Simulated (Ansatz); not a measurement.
One change: `[SeH]C1N[SiH2]1` becomes `C1N[SiH2]1`.

Ansatz, PBE0-D4/def2-TZVP geometries, multiplicity 1. Each molecule was computed in one conformer, which needn't be the lowest.

Scalar relativity is left out up to krypton. Spin–orbit coupling is left out; it splits and shifts lone-pair levels of the heavy atoms by tenths of an eV.

```json
{"property": "HOMO–LUMO gap (PBE/def2-TZVPP) / eV", "`[SeH]C1N[SiH2]1`": "3.93"}
{"property": "zero-point energy (PBE0-D4/def2-TZVP) / kJ/mol", "`[SeH]C1N[SiH2]1`": "149.2"}
{"property": "HOMO energy (PBE0/def2-TZVPP) / eV", "`[SeH]C1N[SiH2]1`": "-6.44"}
{"property": "LUMO energy (ωB97M-V/def2-TZVPP) / eV", "`[SeH]C1N[SiH2]1`": "1.19"}
{"property": "size of the dipole moment (B3LYP/def2-TZVPP) / D", "`[SeH]C1N[SiH2]1`": "2.43"}
{"property": "HOMO energy (PBE/def2-TZVPP) / eV", "`[SeH]C1N[SiH2]1`": "-5.30"}
```

Question: Give the same properties after the change, and the shifts. (Estimate.)

Answer: Computed: 
```csv
property,`C1N[SiH2]1`,shift
HOMO–LUMO gap (PBE/def2-TZVPP) / eV,4.59,0.66
zero-point energy (PBE0-D4/def2-TZVP) / kJ/mol,154.3,5.1
HOMO energy (PBE0/def2-TZVPP) / eV,-6.79,-0.35
LUMO energy (ωB97M-V/def2-TZVPP) / eV,1.57,0.38
size of the dipole moment (B3LYP/def2-TZVPP) / D,1.22,-1.21
HOMO energy (PBE/def2-TZVPP) / eV,-5.53,-0.23
```

With PBE0 the HOMO falls by 0.35 eV and the LUMO rises by 0.43 eV, so the gap widens by about 0.78 eV. PBE moves the HOMO by -0.23 eV and ωB97M-V by -0.42 eV. The zero-point energy changes by 5.1 kJ/mol with -3 modes. Dipoles are sizes alone; their direction can turn.

Positive LUMOs are unbound, so they and the gaps depend on the basis.

B3LYP here is the variant with VWN-RPA as its local correlation; programs differ in this.
